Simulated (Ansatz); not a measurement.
Coupled-cluster diagnostics for AlF3, Ansatz.

Geometry of the singlet (PBE-D4/def2-TZVP):

Cartesian coordinates in Å:
```
Al 0.000 0.000 0.000
F -0.189 0.061 1.635
F -1.258 0.390 -0.989
F 1.447 -0.451 -0.646
```

Correlated methods freeze 8 core orbitals.

Problem. Estimate the CCSD(T) correlation energy, the shares of MP2 and (T), T1 and the reference's ⟨S²⟩ for: charge 0, singlet, own geometry in def2-TZVPP; charge 1, doublet, vertical in def2-TZVPP; and the rough time on 2 threads of AMD EPYC 7R43 on a shared host.

Solution. 
| state | basis | correlation (eV) | MP2 share (%) | (T) share (%) | T1 | ⟨S²⟩ (pure) | wall time | remarks |
| --- | --- | --- | --- | --- | --- | --- | --- | --- |
| charge 0, singlet, own geometry | def2-TZVPP | -23.028 | 97.6 | 2.7 | 0.013 | 0.00 (0.00) | 14 s | – |
| charge 1, doublet, vertical | def2-TZVPP | -21.672 | 95.1 | 3.1 | 0.062 | 0.75 (0.75) | 66 s | large T1 |
Customary marks for T1 are 0.02 (closed shells), 0.045 (open shells) and about 0.05 (3d metals). T1 exceeds 0.02 in 1 of 2 rows and 0.045 in 1; the higher it lies, the less the single-reference result can be trusted.
